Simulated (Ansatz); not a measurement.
A nudged elastic band was laid between two geometries of F4Ge + HO (7 atoms, charge 0, multiplicity 2).

These are results of Ansatz, UKS BHLYP-D4/def2-SVP, not measurements.

```yaml
movable_images: 7
climbing_image: yes
spring: 5.0 eV/Å²
optimiser: quadratic models (default)
start_path: through a guess of the saddle point
force_threshold: 0.5 eV/Å
iteration_limit: 60
end_points: relaxed
```

First end point:

```xyz
7
Properties=species:S:1:pos:R:3
Ge -0.100 -0.325 0.421
F -0.680 -1.692 1.231
F 1.575 -0.108 0.416
F -0.975 1.086 0.784
F -0.480 -0.622 -1.204
O 0.398 0.104 2.777
H -0.253 0.756 3.084
```

Last end point:

```xyz
7
Properties=species:S:1:pos:R:3
Ge 0.627 -0.317 0.093
F -0.565 -1.336 2.252
F 1.686 0.419 -1.039
F 0.212 0.986 1.168
F -0.821 -0.646 -0.756
O -0.979 -0.341 3.144
H -0.673 0.434 2.646
```

**Question.** What changes between the two ends?

**Answer.** Bonds broken: Ge1–F2. Bonds formed: F2–O6. F4Ge + HO becomes F3Ge + FHO.

**Question.** Give the energies along the band, and the barrier.

**Answer.** The forces met the threshold. The highest image is number 7 of 0 to 8, 3.63 eV above the first end and 0.02 eV above the last; the last end lies 3.61 eV above the first. The threshold of 0.5 eV/Å is loose, so the images may lie well off the minimum-energy path. Neighbouring images differ by up to 2.3 eV, so the band resolves the path poorly. The order of the point at the top wasn't checked.

| image | path coordinate (Å) | energy (eV) | Ge1–F2 (Å) | F2–O6 (Å) |
| --- | --- | --- | --- | --- |
| 0 | 0.00 | 0.00 | 1.69 | 2.60 |
| 1 | 0.71 | 0.04 | 1.69 | 2.82 |
| 2 | 1.43 | 0.06 | 1.70 | 2.59 |
| 3 | 2.14 | 0.19 | 1.69 | 2.70 |
| 4 | 2.87 | 0.31 | 1.69 | 2.77 |
| 5 | 3.61 | 0.41 | 1.69 | 2.59 |
| 6 | 4.36 | 2.76 | 1.96 | 1.99 |
| 7 | 5.11 | 3.63 | 2.78 | 1.40 |
| 8 | 5.86 | 3.61 | 2.67 | 1.40 |

**Question.** What is the geometry of the highest image?

**Answer.** 
```xyz
7
Properties=species:S:1:pos:R:3
Ge 0.475 -0.357 0.036
F -0.712 -1.291 2.374
F 1.761 0.354 -0.847
F -0.130 0.960 0.998
F -0.780 -0.680 -1.081
O -0.576 -0.270 3.319
H -0.551 0.483 2.710
```

The band took 19 iterations and of the order of 13 core-minutes.

Time of the run: 3.6 min on 4 threads of AMD EPYC 9R45 96-Core Processor (Zen 5) (shared host), peak memory 0.46 GiB.
